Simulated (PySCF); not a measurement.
CH5FGe: core ionisation energies

Species: GeH2MeF, CH5FGe.
Cartesian coordinates in Å at the PBE0-D3(BJ)/def2-SVP level; atoms count from 1:
```xyz
8
CH5FGe angstrom
Ge     0.4755   -0.6782    0.3472
H      0.4377   -0.7531    1.8839
H      1.9130   -0.7857   -0.1915
C     -0.4781    0.8548   -0.3534
H     -0.0266    1.7836    0.0265
H     -1.5313    0.8219   -0.0402
H     -0.4349    0.8646   -1.4516
F     -0.3554   -2.1079   -0.2209
```

Method: delta-SCF UKS SCAN, pcX-2 on the ionised atom, pcseg-1 elsewhere, spin-free X2C (PySCF 2.14.0). Binding energies are ΔSCF values: E(core-ionised, relaxed orbitals) − E(ground state) at a fixed geometry, referred to the vacuum level.

Task: Give the core binding energies atom by atom.

Result: 
| atom(s) | bonded to | level | binding energy (eV) | count |
| --- | --- | --- | --- | --- |
| F8 | Ge | F 1s | 691.08 | 1 |
| C4 | 3 H and Ge | C 1s | 290.81 | 1 |

Task: Express the binding energy of C 1s of C4 in atomic units and per mole.

Result: 290.81 eV = 10.6871 Eh = 28059 kJ/mol.

No level of germanium is listed. Isolated species at its PBE0-D3(BJ)/def2-SVP geometry, gas phase.
